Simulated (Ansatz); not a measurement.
Consider the hydrogen abstraction from a Ge–H bond: `N#[C][GeH3]` + `[CH3]`• → `N#[C][GeH2]`• + CH₄.

Gas-phase electronic energies from Ansatz, PBE0-D4/def2-TZVP geometries. CCSD(T)/CBS adds triple-zeta CCSD(T) − MP2 to the extrapolated MP2 energy (def2 sets, frozen cores). This one scheme is used for every species. Functionals use def2-TZVPP. Open shells (•) are unrestricted, without spin–orbit coupling. For Ge outer-core shells are correlated without core-valence functions, which leaves a few kJ/mol of doubt a bond. Scalar relativity is left out up to krypton.

`N#[C][GeH3]`:

Cartesian coordinates in Å:
```
N -1.763 0.178 1.711
C -0.939 0.095 0.912
Ge 0.438 -0.044 -0.425
H 1.078 1.338 -0.548
H -0.246 -0.474 -1.722
H 1.433 -1.092 0.071
```

`[CH3]`•:

```xyz
4

C     0.000    0.000    0.000
H     0.553    0.500   -0.781
H     0.495   -0.277    0.919
H    -1.048   -0.223   -0.138
```

`N#[C][GeH2]`•:

Cartesian coordinates in Å:
```
N -1.826 -0.518 1.273
C -0.952 -0.207 0.586
Ge 0.397 0.397 -0.627
H 1.467 1.143 0.179
H 0.914 -0.815 -1.411
```

CH₄:

Z-matrix (Å, degrees):
```
C
H 1 1.090
H 1 1.090 2 109.5
H 1 1.090 2 109.5 3 -120.0
H 1 1.090 2 109.5 3 120.0
```

| level | ΔE (kJ/mol) |
| --- | --- |
| PBE0-D4 | -98.9 |
| BHLYP-D4 | -87.6 |
| r2SCAN0 | -89.0 |
| CCSD/def2-SVP | -91.4 |

(1) What does CCSD(T)/CBS give? (An estimate is asked.)

Largest T1 diagnostic among the species: 0.020.

## Answers

(1) Ansatz gave: -89.2 kJ/mol. The listed levels differ from it by -9.7, 1.6, 0.2, -2.2 kJ/mol.

At CCSD(T), def2-SVP lies −4.4 kJ/mol from the extrapolated value and def2-TZVPP −0.2 kJ/mol. Leaving LDA and LC-ωPBE aside and taking each functional with its dispersion term where it has one, the values, not all of them listed here, spread over 19.2 kJ/mol, from PBE-D4 to BHLYP-D4. LDA lies −12.6 kJ/mol from PBE without D4. From BLYP to BHLYP (50 % exact exchange), in def2-TZVPP and without D4, ΔE moves by +14.8 kJ/mol.
